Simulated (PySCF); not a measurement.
## One molecule, a ladder of functionals, a line

Molecule: SMILES ClB[C@]12C[C@H]1C2, C4H6BCl.

Mapped SMILES: `[Cl:1][BH:2][C@:3]12[CH2:4][C@H:5]1[CH2:6]2`. Hydrogens are named by the atom that carries them. Ha(C6) is cis to C4 on the ring; Ha(C4) is cis to C6 on the ring; Hb(C6) is trans to C4 on the ring; Hb(C4) is trans to C6 on the ring.

GIAO shieldings (ppm, equivalent atoms averaged) in PySCF on the PBE0-D3(BJ)/def2-SVP geometry, basis pcSseg-1, gas phase, non-relativistic:

```tsv
functional	exact exchange (%)	σ(Cl1)	σ(B2)	σ(C4/C6)	σ(C5)
BLYP	0	662.0	25.9	135.3	149.2
BP86	0	668.0	29.9	139.5	152.8
PBE	0	663.4	28.8	139.9	153.0
B3LYP	20	698.6	29.7	140.2	156.0
mPW1PW91	25	711.4	33.9	144.7	160.1
BHandHLYP	50	747.0	36.1	146.8	165.1
HF	100	816.2	49.7	157.3	178.9
```

(1) Fit each shielding as a line in the percentage of exact exchange.

(2) What does the line predict for PBE0 (25 %), and what does the run give?

Results:

(1) σ(Cl1) = 666.9 + 1.53 x (rms 3.9 ppm); σ(B2) = 27.6 + 0.21 x (rms 1.7 ppm); σ(C4/C6) = 138.1 + 0.19 x (rms 1.7 ppm); σ(C5) = 151.7 + 0.27 x (rms 1.4 ppm). The functionals also differ in their semilocal parts, which the line can't hold; Hartree–Fock has no correlation at all.

(2) σ(Cl1): 705.1 predicted, 709.8 computed; σ(B2): 32.9 predicted, 33.6 computed; σ(C4/C6): 142.8 predicted, 145.6 computed; σ(C5): 158.4 predicted, 161.0 computed ppm.
